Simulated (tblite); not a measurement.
Parent: `[CH3:1][O:2][SiH2:3][C@@H:4]1[CH2:5][C@H:6]1[C:7]#[N:8]` with C1–O2–Si3–C4 180°, O2–Si3–C4–C5 -125°, C5H9NOSi.

The geometries are computed with GFN2-xTB (gas phase). One conformer each, not checked by frequencies here.

```tsv
coordinate of the parent	value
C1–O2	1.394 Å
O2–Si3	1.616 Å
Si3–C4	1.877 Å
C4–C5	1.495 Å
C5–C6	1.503 Å
C6–C7	1.417 Å
C7≡N8	1.146 Å
C4–C6	1.514 Å
C1–O2–Si3	128.4°
O2–Si3–C4	101.4°
Si3–C4–C5	120.7°
Si3–C4–C6	117.1°
C5–C4–C6	59.9°
C4–C5–C6	60.7°
C5–C6–C7	118.6°
C4–C6–C5	59.4°
C4–C6–C7	118.3°
C6–C7–N8	179.0°
```

Task: How does the shared frame change in `[CH3:1][O:2][Si@@H:3]([OH:4])[C@H:5]1[CH2:6][C@@H:7]1[C:8]#[N:9]` with C1–O2–Si3–O4 -176°, O2–Si3–O4–H -37°, O2–Si3–C5–C6 -151°, C5H9NO2Si? Atoms pair as C1 = C1, O2 = O2, Si3 = Si3, C4 = C5, C5 = C6, C6 = C7, C7 = C8, N8 = N9 (parent first).

Result: 
```tsv
parent	relative	value in the relative	change
C1–O2	C1–O2	1.397 Å	+0.003
O2–Si3	O2–Si3	1.624 Å	+0.008
Si3–C4	Si3–C5	1.885 Å	+0.008
C4–C5	C5–C6	1.494 Å	-0.001
C5–C6	C6–C7	1.504 Å	+0.001
C6–C7	C7–C8	1.416 Å	-0.001
C7≡N8	C8≡N9	1.146 Å	0.000
C4–C6	C5–C7	1.519 Å	+0.005
C1–O2–Si3	C1–O2–Si3	128.8°	+0.4
O2–Si3–C4	O2–Si3–C5	113.3°	+11.9
Si3–C4–C5	Si3–C5–C6	121.3°	+0.6
Si3–C4–C6	Si3–C5–C7	119.1°	+2.0
C5–C4–C6	C6–C5–C7	59.9°	0.0
C4–C5–C6	C5–C6–C7	60.9°	+0.2
C5–C6–C7	C6–C7–C8	119.3°	+0.7
C4–C6–C5	C5–C7–C6	59.3°	-0.1
C4–C6–C7	C5–C7–C8	117.9°	-0.4
C6–C7–N8	C7–C8–N9	178.8°	-0.2
```

Of the parent's bonds, O2–Si3 and Si3–C4 change most and about equally (+0.008 Å). Bonds of the relative outside the shared frame: Si3–O4 1.618 Å. Point group C1 → C1.

Task: How does the shared frame change in `[CH3:1][O:2][SiH2:3][C:4]1=[CH:5][C@@H:6]1[C:7]#[N:8]` with C1–O2–Si3–C4 -63°, O2–Si3–C4–C5 8°, C5H7NOSi? Atoms pair as C1 = C1, O2 = O2, Si3 = Si3, C4 = C4, C5 = C5, C6 = C6, C7 = C7, N8 = N8 (parent first).

Result: 
```csv
parent,relative,value in the relative,change
C1–O2,C1–O2,1.395 Å,+0.001
O2–Si3,O2–Si3,1.615 Å,-0.001
Si3–C4,Si3–C4,1.870 Å,-0.007
C4–C5,C4=C5,1.302 Å,-0.193
C5–C6,C5–C6,1.501 Å,-0.002
C6–C7,C6–C7,1.419 Å,+0.002
C7≡N8,C7≡N8,1.147 Å,+0.001
C4–C6,C4–C6,1.534 Å,+0.020
C1–O2–Si3,C1–O2–Si3,132.0°,+3.6
O2–Si3–C4,O2–Si3–C4,112.6°,+11.2
Si3–C4–C5,Si3–C4–C5,156.4°,+35.7
Si3–C4–C6,Si3–C4–C6,140.2°,+23.1
C5–C4–C6,C5–C4–C6,63.3°,+3.4
C4–C5–C6,C4–C5–C6,65.9°,+5.2
C5–C6–C7,C5–C6–C7,119.6°,+1.0
C4–C6–C5,C4–C6–C5,50.8°,-8.6
C4–C6–C7,C4–C6–C7,118.9°,+0.6
C6–C7–N8,C6–C7–N8,179.8°,+0.8
```

Of the parent's bonds, C4–C5 changes most (-0.193 Å). Point group C1 → C1.

Task: How does the shared frame change in `[N:1]#[C:2][C@@H:3]1[CH2:4][C@H:5]1[SiH2:6][OH:7]` with C4–C5–Si6–O7 36°, C5–Si6–O7–H -179°, C4H7NOSi? Atoms pair as O2 = O7, Si3 = Si6, C4 = C5, C5 = C4, C6 = C3, C7 = C2, N8 = N1 (parent first).

Result: 
| parent | relative | value in the relative | change |
| --- | --- | --- | --- |
| O2–Si3 | O7–Si6 | 1.627 Å | +0.011 |
| Si3–C4 | Si6–C5 | 1.881 Å | +0.004 |
| C4–C5 | C5–C4 | 1.495 Å | 0.000 |
| C5–C6 | C4–C3 | 1.504 Å | +0.001 |
| C6–C7 | C3–C2 | 1.416 Å | -0.001 |
| C7≡N8 | C2≡N1 | 1.146 Å | 0.000 |
| C4–C6 | C5–C3 | 1.516 Å | +0.002 |
| O2–Si3–C4 | O7–Si6–C5 | 103.1° | +1.7 |
| Si3–C4–C5 | Si6–C5–C4 | 121.5° | +0.8 |
| Si3–C4–C6 | Si6–C5–C3 | 119.2° | +2.1 |
| C5–C4–C6 | C4–C5–C3 | 59.9° | 0.0 |
| C4–C5–C6 | C5–C4–C3 | 60.7° | 0.0 |
| C5–C6–C7 | C4–C3–C2 | 119.0° | +0.4 |
| C4–C6–C5 | C5–C3–C4 | 59.3° | -0.1 |
| C4–C6–C7 | C5–C3–C2 | 118.2° | -0.1 |
| C6–C7–N8 | C3–C2–N1 | 179.1° | +0.1 |

Of the parent's bonds, O2–Si3 changes most (+0.011 Å). Point group C1 → C1.
